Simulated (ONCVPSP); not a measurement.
# What one change does to a pseudopotential (Mn, ONCV)

* Element: Mn
* Generator: ONCVPSP 4.0.1
* Type: optimised norm-conserving Vanderbilt (ONCV)
* Functional: PBEsol
* Relativity: scalar-relativistic
* Frozen core: [Ne]
* Valence charge: 15
* Reference configuration: 3s2 3p6 3d5 4s2
* Partial waves: 3s+4s: rc 1.20 bohr, ncon 4, nbas 7, qcut 11.9 1/bohr, 3 projectors, debl 0.3 Ha; 3p: rc 1.15 bohr, ncon 4, nbas 7, qcut 14.8 1/bohr, 3 projectors, debl 3.5 Ha; 3d: rc 1.15 bohr, ncon 4, nbas 9, qcut 15.1 1/bohr, local
* Local potential: the d channel
* Core correction: none

All-electron outer shells of the reference configuration (PBEsol, scalar-relativistic, ld1.x):

| shell | level (eV) | outermost node (bohr) | outermost maximum (bohr) |
| --- | --- | --- | --- |
| 2p | -629.76 | – | 0.19 |
| 3s | -85.64 | 0.34 | 0.74 |
| 3p | -54.48 | 0.31 | 0.75 |
| 3d | -6.79 | – | 0.76 |
| 4s | -5.12 | 1.05 | 2.51 |

Change: p: nbas 8.

Cutoffs: the cutoffs (Ha) at which the residual kinetic energy of the hardest occupied pseudo-wave falls to 1 and 0.1 mHa per electron; they do not see the model core or the augmentation charge, which bear on the density cutoff. Errors are all-electron minus pseudo energies relative to the spin-unpolarised reference configuration.

Q: Predict the effect on cutoff, ghosts and configuration errors.

A: The potential gets neither clearly harder nor softer (76 Ha and 88 Ha → 76 Ha and 88 Ha); the d channel sets the loose cutoff, while the largest relative change is in p, which becomes softer; the errors of the 4 common tests hardly move; neither file shows a bound ghost.

```tsv
quantity	base	changed
cutoff, loose	76 Ha	76 Ha
cutoff, tight	88 Ha	88 Ha
loose cutoff by channel	s 44 Ha, p 51 Ha, d 76 Ha	s 44 Ha, p 40 Ha, d 76 Ha
bound ghosts	none	none
GHOST(+) flags under 300 eV	none	none
error for 3s2 3p6 3d5 4s1, meV [ΔE 8.43 eV]	-0.3	-0.3
error for 3s2 3p6 3d5 4s0, meV [ΔE 23.94 eV]	+0.1	+0.1
error for 3s2 3p6 3d4 4s0, meV [ΔE 56.42 eV]	-9.6	-9.4
error for 3s2 3p6 3d4 4s2 4p1, meV [ΔE 7.83 eV]	+2.8	+2.9
s: phases at 1.22 bohr within 0.05 rad from the reference energy up to (Ha; the scan ends near 5)	to the end of the scan	to the end of the scan
p: phases at 1.17 bohr within 0.05 rad from the reference energy up to (Ha; the scan ends near 5)	to the end of the scan	to the end of the scan
d: phases at 1.17 bohr within 0.05 rad from the reference energy up to (Ha; the scan ends near 5)	3.3	3.3
```
